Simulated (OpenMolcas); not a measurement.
**Er: effect of the basis set**

```
Program             : OpenMolcas
Method              : CASSCF
Active space        : 12 electrons in 7 orbitals (4f)
State averaging     : 2S+1 = 3 even, 21 roots; 2S+1 = 1 even, 28 roots (27 in the spin-orbit step)
Spin-orbit coupling : RASSI with atomic mean-field integrals over the reference wave functions, term energies averaged over their components
```

A. ANO-RCC-VDZP [7s6p4d2f1g], DKH2, point nucleus; cost of the order of 10 core-seconds
B. ANO-RCC-VTZP [8s7p5d3f2g1h], DKH2, point nucleus; cost about 30 core-seconds
C. ANO-RCC-VQZP [9s8p6d4f3g2h], DKH2, point nucleus; cost of the order of 2.5 core-minutes

Energies in eV above 4f¹² 6s² ³H₆, the measured ground level; measured values from NIST Handbook of Basic Atomic Spectroscopic Data.

```
              Level       A       B       C  Measured
       4f¹² 6s² ³H₆  0.0000  0.0000  0.0000    0.0000
4f¹² 6s² ³F₄ [51 %]  0.7791  0.7753  0.7754          
       4f¹² 6s² ³H₅  0.8722  0.8758  0.8750    0.8627
4f¹² 6s² ³H₄ [59 %]  1.4276  1.4302  1.4293    1.3330
       4f¹² 6s² ³F₃  1.7877  1.7874  1.7866    1.5346
       4f¹² 6s² ³F₂  1.9563  1.9539  1.9532    1.6239
4f¹² 6s² ¹G₄ [60 %]  2.3610  2.3642  2.3629          
4f¹² 6s² ¹D₂ [65 %]  3.8755  3.8636  3.8629          
       4f¹² 6s² ¹I₆  4.6605  4.6451  4.6443          
       4f¹² 6s² ³P₁  5.1447  5.1300  5.1290          
       4f¹² 6s² ³P₂  5.1932  5.1808  5.1795          
       4f¹² 6s² ³P₀  5.2858  5.2717  5.2705
```

Deviations, from unrounded energies. A percentage is the sum of absolute deviations over the sum of measured energies, with the sign that they share, or ± where signs differ.

| Against measurement | Levels | A | B | C |
| --- | --- | --- | --- | --- |
| mean absolute deviation (cm-1) | 4 | 1400 | 1400 | 1400 |
| fine structure of the ground term (%) | 2 | +4.7 | +5.0 | +4.9 |
| other terms of the ground configuration (%) | 2 | +18.5 | +18.4 | +18.4 |

A, B, C lie about equally close to measurement. The largest miss of A in the table is 4f¹² 6s² ³F₂, by +2700 cm-1. The ranking rests on the paired levels alone, and a cruder setting can come out closer through cancelling errors.

Among A to C the level of the table that moves most is 4f¹² 6s² ¹I₆, by 130 cm-1 (lowest in C, highest in A).

Some high roots are left out of the spin-orbit mixing, which shifts the levels that they would mix with. Without dynamic correlation excited terms often stand tens of per cent too high (terms of higher spin than the ground term too low), and those without a measured partner can miss by more than the paired ones. With the s shell closed, the reference lacks s² → p² mixing. Measured partners are found by configuration, term and J. A level has none where our copy of the source lacks it or the pairing is in doubt (some pairs that miss far off the trend of their configuration count as doubtful), and it then counts in no deviation. Levels of configurations outside the active space are missing.

A share in square brackets marks a mixed level and gives the weight of the term that names it, the lowest over the columns.
